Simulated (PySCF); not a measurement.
These 2 structures share the formula C6H14N2Si2. The calculation used PBE0-D3(BJ)/def2-SVP geometry optimisation, gas phase (PySCF). One conformer each; no zero-point energy, no entropy. No frequencies were run at this level. Point groups hold within 0.08 Å.

Problem. Order them by energy at this level, lowest first, and give relative energies in kcal/mol.
A. `[CH:1]#[C:2][CH2:3][NH:4][Si@@:5]1([CH3:6])[CH2:7][CH2:8][SiH2:9][NH:10]1` with C2–C3–N4–Si5 -73°, C3–N4–Si5–C6 -36°, N4–Si5–C7–C8 144°, Si5–C7–C8–Si9 -37°, C7–C8–Si9–N10 29°, C8–Si9–N10–Si5 -10°
B. `[CH3:1][N:2]([CH3:3])[Si@H:4]1[CH:5]=[CH:6][Si@H:7]([NH2:8])[CH:9]=[CH:10]1` with C1–N2–Si4–C5 -68°, C6–Si7–N8–H 156° and -62°

Solution. A (0.0), B (8.4).

As drawn, the lower has a C≡C bond, which the higher lacks; the higher has a C=C bond outside aromatic rings, which the lower lacks.

| SMILES | E (Eh) | E rel (kcal/mol) | dipole (D) | point group | A, B, C (MHz) |
| --- | --- | --- | --- | --- | --- |
| C#CCN[Si@@]1(C)CC[SiH2]N1 | -924.51446 | 0.0 | 0.80 | C1 | 1826, 558.3, 518.2 |
| CN(C)[Si@H]1C=C[Si@H](N)C=C1 | -924.50112 | 8.4 | 0.71 | C1 | 2184, 535.2, 502.5 |

Problem. How do the relative energies change in single points at PBE0/pcSseg-1 (no added dispersion term) on the same geometries?

Solution. 
| SMILES | PBE0-D3(BJ)/def2-SVP (kcal/mol) | PBE0/pcSseg-1 (kcal/mol) | shift |
| --- | --- | --- | --- |
| C#CCN[Si@@]1(C)CC[SiH2]N1 | 0.0 | 0.0 | 0.0 |
| CN(C)[Si@H]1C=C[Si@H](N)C=C1 | 8.4 | 8.5 | +0.1 |

Each column counts from its own lowest isomer. The order is unchanged; the largest shift is 0.1 kcal/mol.
